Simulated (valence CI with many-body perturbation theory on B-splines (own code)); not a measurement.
**Hyperfine factors and g values of Cd⁸⁺**

Computed by relativistic CI+MBPT: four valence electrons over a frozen Dirac-Fock core [Kr], radial functions for each j: 9 s, 9 p, 10 d, 8 f, 5 g, 3 h, 1 i, with the one-electron correlation potential Σ1 (screened to all orders), the two-electron term Σ2, the three-electron term Σ3, Breit, model QED; selected single and double excitations, second order for the rest, scaled by the run's own slope (own B-spline code, finite nucleus).

No measured spectrum was set against this ion. As an estimate, terms of the open shell hold to 2 to 4 % of their energy, and close levels can change places; different configurations can be misplaced against each other by 1,000 to 8,000 cm⁻¹. Core correlation moves these levels by up to 20000 cm⁻¹, and in measured spectra 5 to 20 % of such shifts remained as error; rates that hang on mixing are uncertain with them. The list stops below the first excitations out of the core. Only levels of the ground parity were solved; by the run's estimate the other parity begins above the list, which can be wrong where configurations are misplaced.

A/g_I is the dipole constant over the nuclear g factor μ/I (μ in nuclear magnetons, uniformly magnetised nucleus), B/Q the quadrupole constant per barn. Both hold the static response of the core; the bare values leave it out. Large factors of s and p1/2 electrons are usually good to 5 to 10 %; those of open d and f shells near neutrality can be off by tens of per cent, and small factors of p3/2, d and f electrons come from cancelling terms and can be off by a factor of two or in sign, in half-filled shells by more. B is blank for J = 1/2, where it vanishes, and for nearly pure S terms. Energies count from the lowest level. Levels with J = 0 are left out.

Names give the largest LS component (configuration and term), which can be under half, so a name can repeat, a term be missing and a line seem to break the LS rules; names also repeat where a configuration has a term twice. Letters in brackets count levels of one name in rising energy.

```
       Level  E (cm⁻¹)      g  A/g_I (MHz)  A/g_I bare  B/Q (MHz/b)  B/Q bare
    4d4 5D_1      1755  1.499         -271         147          688       637
    4d4 5D_2      4093  1.494        -26.1         399          466       428
    4d4 5D_3      6584  1.490          207         638         -459      -434
    4d4 5D_4      9093  1.482          417         848        -2030     -1900
    4d4 3H_4     24290  0.890         1590        1470         1010       935
    4d4 3H_5     27832  1.059         1250        1290         1300      1210
    4d4 3G_3     28980  0.888         1620        1500          148       136
4d4 3P_1 [a]     29437  1.448          416         809         -133      -129
    4d4 3H_6     30010  1.147         1160        1280         1160      1070
4d4 3F_2 [a]     30522  0.711         1870        1580          187       177
4d4 3F_4 [a]     32279  1.095         1120        1180         -299      -277
    4d4 3G_4     35633  1.095         1210        1280         -339      -312
4d4 3P_2 [a]     35829  1.394          491         836          143       123
4d4 3F_3 [a]     36259  0.967         1310        1250         -227      -203
    4d4 3G_5     38506  1.174          963        1100         -838      -779
    4d4 3D_3     40615  1.304          753        1020          414       382
    4d4 1I_6     42337  1.019         1330        1330         2000      1860
    4d4 3D_2     42625  1.199         1080        1250          495       456
    4d4 3D_1     43596  0.558         2260        1830          331       305
4d4 1G_4 [a]     47729  1.039         1140        1150         -586      -540
4d4 1D_2 [a]     53394  1.047         1280        1310          678       627
    4d4 1F_3     56729  1.024         1270        1280         2140      1990
4d4 3P_2 [b]     64450  1.429          436         816          504       476
4d4 3F_4 [b]     66335  1.227          758         945         1670      1550
4d4 3F_2 [b]     67292  0.724         2100        1830         1610      1500
4d4 3F_3 [b]     68414  1.075         1280        1330         1780      1650
4d4 3P_1 [b]     69758  1.495         -169         253         -503      -462
4d4 1G_4 [b]     75318  1.018         1390        1390         1040       974
4d4 1D_2 [b]     96282  1.000         1340        1320        -2340     -2170
 4d3 5s 5F_1    347170  0.021        -4810       -4700         -314      -291
 4d3 5s 5F_2    349040  0.998         3660        3380         -308      -289
 4d3 5s 5F_3    351980  1.246         4230        4020         -418      -395
 4d3 5s 5F_4    355390  1.341         4130        4000         -631      -598
 4d3 5s 5F_5    358840  1.383         4070        3980         -911      -862
 4d3 5s 3F_2    360750  0.706         2630        2290         -802      -747
```

(1) Take the isotope of mass number 113, with I = 1/2, μ = -0.6213 μN. What is the hyperfine structure of 4d4 3G_3?

Results:

(1) From the table A = -2010 MHz. Shifts from the centre of gravity in MHz: F = 5/2: 4020, F = 7/2: -3020.
